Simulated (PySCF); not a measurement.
Au (SMILES [Au]), doublet (core potentials on Au); B3LYP/def2-TZVP (PySCF).

Here is a job for PySCF.
```python
from pyscf import gto, scf, dft

mol = gto.M(
    atom='''
Au    0.00000000    0.00000000    0.00000000
''',
    basis='def2-tzvp',
    ecp={'Au': 'def2-tzvp'},
    spin=1,
    verbose=4,
)

mf = dft.UKS(mol)
mf.xc = 'b3lyp'
mf.diis = False
mf.max_cycle = 100
mf.kernel()
mf.analyze()
```

Write the output that PySCF gives for this input, abridged.


```
PySCF version 2.14.0

[INPUT] verbose = 4
[INPUT] num. atoms = 1
[INPUT] num. electrons = 19
[INPUT] charge = 0
[INPUT] spin (= nelec alpha-beta = 2S) = 1
[INPUT] symmetry False subgroup None
[INPUT] Mole.unit = angstrom
[INPUT] Symbol           X                Y                Z      unit          X                Y                Z       unit  Magmom
[...]
nuclear repulsion = 0
number of shells = 14
number of NR pGTOs = 66
number of NR cGTOs = 40
basis = def2-tzvp
ecp = {'Au': 'def2-tzvp'}

******** <class 'pyscf.dft.uks.UKS'> ********
method = UKS
initial guess = minao
damping factor = 0
level_shift factor = 0
DIIS disabled
SCF conv_tol = 1e-09
SCF conv_tol_grad = None
SCF max_cycles = 100
direct_scf = True
direct_scf_tol = 1e-13
number electrons alpha = 10  beta = 9
XC library pyscf.dft.libxc version 7.1.2
    S. Lehtola, C. Steigemann, M. J. T. Oliveira, and M. A. L. Marques,  SoftwareX 7, 1–5 (2018)
XC functionals = b3lyp
    P. J. Stephens, F. J. Devlin, C. F. Chabalowski, and M. J. Frisch,  J. Phys. Chem. 98, 11623 (1994)
radial grids:
    Treutler-Ahlrichs [JCP 102, 346 (1995); DOI:10.1063/1.469408] (M4) radial grids

becke partition: Becke, JCP 88, 2547 (1988); DOI:10.1063/1.454033
pruning grids: <function nwchem_prune>
grids dens level: 3
symmetrized grids: False
atomic radii adjust function: <function treutler_atomic_radii_adjust>
small_rho_cutoff = 0
Set gradient conv threshold to 3.16228e-05
tot grids = 24312
init E= -121.527252573915

cycle= 1 E= -135.136385217629  delta_E= -13.6  |g|= 1.32  |ddm|= 5.54

cycle= 2 E= -125.584408860985  delta_E= 9.55  |g|= 3.33  |ddm|= 4.22
cycle= 3 E= -131.500918859432  delta_E= -5.92  |g|= 3.27  |ddm|= 9.17
cycle= 4 E= -119.002975138586  delta_E= 12.5  |g|= 4.48  |ddm|= 9.91
cycle= 5 E= -130.331601806009  delta_E= -11.3  |g|= 3.63  |ddm|= 12.5
cycle= 6 E= -117.967717655557  delta_E= 12.4  |g|= 4.66  |ddm|= 12.6
cycle= 7 E= -130.192533716325  delta_E= -12.2  |g|= 3.67  |ddm|=   13
cycle= 8 E= -117.866399807389  delta_E= 12.3  |g|= 4.69  |ddm|=   13
cycle= 9 E= -130.179300814846  delta_E= -12.3  |g|= 3.68  |ddm|=   13
cycle= 10 E= -117.85492213488  delta_E= 12.3  |g|= 4.69  |ddm|=   13
cycle= 11 E= -130.178146756292  delta_E= -12.3  |g|= 3.68  |ddm|=   13
cycle= 12 E= -117.852679069937  delta_E= 12.3  |g|= 4.69  |ddm|=   13
cycle= 13 E= -130.178105652266  delta_E= -12.3  |g|= 3.68  |ddm|=   13
cycle= 14 E= -117.851789550849  delta_E= 12.3  |g|= 4.69  |ddm|=   13
[...]
cycle= 98 E= -117.850731407826  delta_E= 12.3  |g|= 4.69  |ddm|=   13
cycle= 99 E= -130.178225169428  delta_E= -12.3  |g|= 3.68  |ddm|=   13
cycle= 100 E= -117.850731407903  delta_E= 12.3  |g|= 4.69  |ddm|=   13
SCF not converged.
SCF energy = -117.850731407903 after 100 cycles  <S^2> = 0.75398819  2S+1 = 2.0039842
**** SCF Summaries ****
Total Energy =                        -117.850731407902856
Nuclear Repulsion Energy =               0.000000000000000
One-electron Energy =                 -169.552406772935399
Two-electron Energy =                   51.701675365032543
Two-electron Coulomb Energy =           59.073909620434648
DFT Exchange-Correlation Energy =       -7.372234255402102
**** MO energy ****
                             alpha | beta                alpha | beta
[...]
WARN: Weak orthogonality for localized orbitals 2.0511895055320194e-09

spin_pop of  0 Au 5s       -0.00023
spin_pop of  0 Au 6s        0.04723
spin_pop of  0 Au 7s       -0.04211
spin_pop of  0 Au 8s       -0.00107
spin_pop of  0 Au 9s       -0.00374
spin_pop of  0 Au 10s       -0.00007
spin_pop of  0 Au 5px       0.00004
spin_pop of  0 Au 5py       0.00004
spin_pop of  0 Au 5pz       0.00003
spin_pop of  0 Au 6px      -0.00340
spin_pop of  0 Au 6py      -0.00346
spin_pop of  0 Au 6pz      -0.00352
spin_pop of  0 Au 7px       0.00159
spin_pop of  0 Au 7py       0.00155
spin_pop of  0 Au 7pz       0.00152
spin_pop of  0 Au 8px       0.00178
spin_pop of  0 Au 8py       0.00187
spin_pop of  0 Au 8pz       0.00197
spin_pop of  0 Au 5dxy      0.00210
spin_pop of  0 Au 5dyz      0.00123
spin_pop of  0 Au 5dz^2     0.01648
spin_pop of  0 Au 5dxz      0.00395
spin_pop of  0 Au 5dx2-y2    0.00698
spin_pop of  0 Au 6dxy      0.04237
spin_pop of  0 Au 6dyz      0.00966
spin_pop of  0 Au 6dz^2     0.32982
spin_pop of  0 Au 6dxz      0.00878
spin_pop of  0 Au 6dx2-y2    0.01741
spin_pop of  0 Au 7dxy      0.03478
spin_pop of  0 Au 7dyz      0.01204
spin_pop of  0 Au 7dz^2     0.27135
spin_pop of  0 Au 7dxz      0.06340
spin_pop of  0 Au 7dx2-y2    0.17963
spin_pop of  0 Au 5f-3      0.00000
spin_pop of  0 Au 5f-2      0.00000
spin_pop of  0 Au 5f-1      0.00000
spin_pop of  0 Au 5f+0      0.00000
spin_pop of  0 Au 5f+1      0.00000
spin_pop of  0 Au 5f+2      0.00000
spin_pop of  0 Au 5f+3      0.00000

WARN: Weak orthogonality for localized orbitals 2.0511895055320194e-09

In total            10.00000 | 9.00000
Dipole moment(X, Y, Z, Debye):  0.00000,  0.00000,  0.00000
```

Convergence was not reached.
